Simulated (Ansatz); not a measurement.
Reaction (SMILES): [F][Ge] (F-Ge) → F atom + Ge atom
B3LYP-D3(BJ)/def2-TZVP geometries, fixed; electronic energies without zero-point terms.

Basis-set convergence of the atomisation energy at CCSD(T) with Ansatz (an electronic-structure program). All functions are spherical. Cores are frozen (with 3d on Ga to Br). Open shells are unrestricted. No added dispersion term, no relativity. Functions are those of the species that has most. Reference: Hartree-Fock in aug-cc-pVQZ plus the correlation part extrapolated as X^-3 from aug-cc-pVTZ and aug-cc-pVQZ, 124.62 kcal/mol, itself unsure by roughly 0.69 kcal/mol (a third of the extrapolation step and of the last Hartree-Fock step). Deviations are taken from unrounded values.

```tsv
basis	functions	atomisation energy (kcal/mol)
cc-pVDZ	41	104.70
aug-cc-pVDZ	59	115.16
pcseg-1	41	107.88
aug-pcseg-1	59	115.66
def2-SVP	46	109.23
def2-SVPD	61	115.69
cc-pVTZ	73	117.23
aug-cc-pVTZ	105	120.68
pcseg-2	73	118.64
aug-pcseg-2	105	120.71
def2-TZVPP	79	118.48
def2-TZVPPD	94	119.96
cc-pVQZ	123	121.96
aug-cc-pVQZ	173	123.27
pcseg-3	128	122.64
aug-pcseg-3	178	123.04
def2-QZVPP	146	122.05
def2-QZVPPD	161	122.35
```

What the diffuse functions change, pair by pair:
- cc-pVDZ to aug-cc-pVDZ: 18 more functions, deviation -19.92 to -9.46 kcal/mol
- pcseg-1 to aug-pcseg-1: 18 more functions, deviation -16.74 to -8.96 kcal/mol
- def2-SVP to def2-SVPD: 15 more functions, deviation -15.38 to -8.93 kcal/mol
- cc-pVTZ to aug-cc-pVTZ: 32 more functions, deviation -7.39 to -3.93 kcal/mol
- pcseg-2 to aug-pcseg-2: 32 more functions, deviation -5.98 to -3.90 kcal/mol
- def2-TZVPP to def2-TZVPPD: 15 more functions, deviation -6.14 to -4.65 kcal/mol
- cc-pVQZ to aug-cc-pVQZ: 50 more functions, deviation -2.66 to -1.35 kcal/mol
- pcseg-3 to aug-pcseg-3: 50 more functions, deviation -1.98 to -1.58 kcal/mol
- def2-QZVPP to def2-QZVPPD: 15 more functions, deviation -2.57 to -2.27 kcal/mol

Leaving out the reference's own pair, they bring the value nearer the reference by more than 0.69 kcal/mol in 6 of 8 pairs.
